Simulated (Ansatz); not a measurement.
```xyz
6

C    -0.0351   -0.0026   -0.7365
C    -0.0328   -0.0217    0.7973
O    -0.0158    1.0540   -1.3110
O     0.0160   -1.0932    1.3198
H    -0.0497   -0.9753   -1.2493
H    -0.0296    0.9972    1.2889
```

Basis set: 6-31G* (spherical functions). Frozen core: 4 orbitals. Charge 0, multiplicity 1.

Computed with Ansatz (development build ahead of 0.2.0); each method stands on the lowest determinant of its kind that the runs found. Restricted open shells among the atoms or ions are ROHF, correlated in semicanonical orbitals with singles.

Task: Give the atomization energy at this shape (free ground-state atoms in the same class of orbitals less the molecule, no zero-point energy) of singlet C2H2O2 by RHF-MP2, RHF.

Result:

```
 method  atomization energy
RHF-MP2            26.14 eV
    RHF            18.51 eV
```
